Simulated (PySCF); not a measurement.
# SmF: f occupation and spin

Unrestricted PBE0; basis Sm x2c-SVPall, F x2c-SVPall; spin-free X2C with a Gaussian nucleus; PySCF 2.14. The search starts from ions with several 4f fillings and holds each by maximum overlap.

The lowest solution has 2Ms+1 = 8, about 6.0 4f electrons, near 2.06 Å.

The lowest solution of each spin and filling, followed along the bond (rough minima from three points):

```csv
2Ms+1,4f population,⟨S²⟩ at the start,R at minimum (Å),Te (eV)
8,6.01,15.75,2.06,0.00
6,6.02,9.75,2.05,0.20
```

Solutions at the starting distance of 2.145 Å, counted from the lowest; the search is not exhaustive:

| 2Ms+1 | 4f population | E (eV) | ⟨S²⟩ | ⟨Lz²⟩ | μ (D) |
| --- | --- | --- | --- | --- | --- |
| 8 | 6.01 | 0.00 | 15.75 | 4.0 | -3.74 |
| 8 | 6.01 | 0.12 | 15.75 | 4.7 | -3.73 |
| 6 | 6.02 | 0.21 | 9.75 | 3.1 | -3.54 |
| 6 | 6.01 | 0.23 | 9.75 | 4.0 | -3.55 |
| 6 | 6.01 | 0.34 | 9.75 | 4.6 | -3.57 |
| 8 | 5.85 | 1.60 | 15.76 | 8.0 | -5.62 |
| 8 | 5.97 | 1.87 | 15.76 | 4.9 | -2.33 |
| 6 | 6.02 | 2.10 | 9.75 | 3.6 | -2.10 |
| 6 | 6.01 | 2.12 | 9.75 | 4.9 | -2.08 |
| 6 | 5.11 | 2.31 | 8.77 | 6.9 | -2.42 |
| 6 | 5.21 | 2.32 | 8.78 | 5.8 | -2.53 |
| 6 | 5.20 | 2.47 | 9.01 | 10.9 | -2.80 |

Partly filled real f orbitals mix terms, so no term symbols are given. A positive dipole means Sm(−)F(+).

Spin–orbit coupling is left out. Counting both spins, an empty level lies below a filled one in some of these solutions, because spin and occupation are held. With d or f electrons several states lie close, and the lowest PBE0 determinant need not be the measured ground state.
